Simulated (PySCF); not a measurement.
Screening by computed properties: pick the candidate that meets the target.

All species are isolated and taken at one optimised geometry, non-relativistic unless stated; the electronic structure was computed with PySCF and density fitting.

The conformers computed, where there is a choice (atom-mapped SMILES and torsion angles):
- `[CH3:1][c:2]1[cH:3][cH:4][cH:5][c:6]([NH2:7])[cH:8]1`: H–N7–C6–C5 -23°, H–N7–C6–C5 -160°
- `[CH3:1][CH2:2][SiH2:3][AsH:4][SiH3:5]`: C1–C2–Si3–As4 -51°, C2–Si3–As4–Si5 -61°
- `[H]/[N:8]=[C:6](/[C@@H:3]([C:2]#[CH:1])[CH:4]=[CH2:5])[CH3:7]`: C2–C3–C4–C5 5°, C2–C3–C6–C7 -48°
- `[OH:1][CH2:2][CH2:3][F:4]`: O1–C2–C3–F4 60°, H–O1–C2–C3 -53°
- `[CH3:1][NH:2][c:3]1[cH:4][cH:5][cH:6][cH:7][cH:8]1`: C1–N2–C3–C4 -9°

Question: Wanted: dipole moment between 1.3 D and 2 D (PBE0/def2-SVPD) and static isotropic polarisability above 90 au (PBE0/def2-SVPD), at PBE0-D3(BJ)/def2-SVP geometries. Which candidate meets both?
A. `[H]/N=C(\C)[C@@H](C#C)C=C`
B. `[CH3][Zn][NH2]`
C. `CC[SiH2][AsH][SiH3]`
D. `Cc1cccc(N)c1`

Answer: D. Computed values:
```
                  species  dipole moment  static isotropic polarisability
           [CH3][Zn][NH2]         0.84 D                          47.1 au
      CC[SiH2][AsH][SiH3]         0.99 D                         116.8 au
             Cc1cccc(N)c1         1.54 D                          92.5 au
[H]/N=C(\C)[C@@H](C#C)C=C         2.14 D                          89.2 au
```

Question: Wanted: lowest triplet excitation (Tamm–Dancoff) below 4.3 eV (TDA PBE0/def2-SVPD) and lowest singlet excitation below 7 eV (TDDFT PBE0/def2-SVPD), at PBE0-D3(BJ)/def2-SVP geometries. Which candidate meets both?
A. `CC[SiH2][AsH][SiH3]` (C2H11AsSi2)
B. `[CH3][Zn][NH2]` (CH5NZn)
C. `Cc1cccc(N)c1` (C7H9N)
D. `OCCF` (C2H5FO)

Answer: C. Computed values:
```csv
species,lowest triplet excitation (Tamm–Dancoff),lowest singlet excitation
Cc1cccc(N)c1 (C7H9N),3.83 eV,4.77 eV
[CH3][Zn][NH2] (CH5NZn),4.76 eV,5.30 eV
CC[SiH2][AsH][SiH3] (C2H11AsSi2),5.23 eV,5.90 eV
OCCF (C2H5FO),7.11 eV,7.44 eV
```

Question: Wanted: HOMO–LUMO gap below 6 eV (PBE0/def2-SVPD) and smallest rotational constant below 3 GHz (PBE0-D3(BJ)/def2-SVP), at PBE0-D3(BJ)/def2-SVP geometries. Which candidate meets both?
A. `C([C@H](/C(=N/[H])C)C=C)#C` (C7H9N)
B. `CNC1=CC=CC=C1` (C7H9N)
C. `OCCF` (C2H5FO)
D. `[SiH3][AsH][SiH2]CC` (C2H11AsSi2)

Answer: B. Computed values:
| species | HOMO–LUMO gap | smallest rotational constant |
| --- | --- | --- |
| CNC1=CC=CC=C1 (C7H9N) | 5.63 eV | 1.176 GHz |
| C([C@H](/C(=N/[H])C)C=C)#C (C7H9N) | 6.86 eV | 1.326 GHz |
| [SiH3][AsH][SiH2]CC (C2H11AsSi2) | 7.08 eV | 1.045 GHz |
| OCCF (C2H5FO) | 8.89 eV | 4.659 GHz |

Question: Wanted: vertical ionisation energy above 10 eV (ΔSCF PBE0/def2-SVPD) and HOMO energy below -5.8 eV (PBE0/def2-SVPD), at PBE0-D3(BJ)/def2-SVP geometries. Which candidate meets both?
A. `CC[SiH2][AsH][SiH3]` (C2H11AsSi2)
B. `Cc1cccc(N)c1` (C7H9N)
C. `OCCF` (C2H5FO)
D. `CNC1=CC=CC=C1` (C7H9N)

Answer: C. Computed values:
```csv
species,vertical ionisation energy,HOMO energy
CNC1=CC=CC=C1 (C7H9N),7.41 eV,-5.67 eV
Cc1cccc(N)c1 (C7H9N),7.64 eV,-5.85 eV
CC[SiH2][AsH][SiH3] (C2H11AsSi2),9.01 eV,-7.20 eV
OCCF (C2H5FO),10.79 eV,-8.22 eV
```
